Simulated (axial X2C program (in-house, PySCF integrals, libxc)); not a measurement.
Nuclear properties of BaCl⁺

Computed with an axial X2C code built on PySCF integrals: two-component X2C with atomic mean-field Coulomb and Gaunt terms, Gaussian nuclei, basis Ba dyall-cv3z, Cl dyall-av3z with contracted cores.

R = 2.582 Å (near the PBE0 minimum at charge 1 of the determinant lowest at the starting distance; the state shown can have its own minimum elsewhere).

Input and command:
```json
{"zs": [56, 17], "q": 1, "bas": ["dyall-cv3z", "dyall-av3z"], "r0": 2.95, "levels": ["PBE0", "HF", "PBE50", "r2SCAN", "PBE"], "nst": 3}
```
```bash
python soeom.py task.json out
```

Keys: zs atomic numbers; q charge; bas basis sets; r0 starting distance in Å; levels methods; nst determinants followed.

Determinant lowest in the PBE0 search, Ω = 0 (closed shell), highest spinor 87% Cl p, 8% Ba d, 4% Ba f:

```csv
level,qzz Ba (a.u.),qzz Cl (a.u.)
PBE0,-1.69,0.04
HF,-1.64,-0.13
PBE50,-1.62,0.04
r2SCAN,-1.73,0.01
PBE,-1.78,0.05
```

qzz is the electric field gradient, eQq0 = 234.96 MHz × Q/barn × qzz. The operators were transformed with the bare-nucleus X2C matrices; with these basis sets, hyperfine constants and field gradients can be off by tens of per cent, and where levels differ in sign neither size nor sign is settled.

Q: With Q(137Ba) = 0.236 barn (Q from Pyykkö, Mol. Phys. 2018), turn the PBE0 values of the first state into constants in MHz.

A: eQq0(137Ba) = 234.96 × (0.236) × (-1.69) = -93.7 MHz.

Each state is one determinant with collinear spin. The search compared states at one distance, so a state with another bond length can lie lower. Where a field gradient or hyperfine factor spreads by more than a factor of two over the levels, a constant derived from it is not to be relied on.
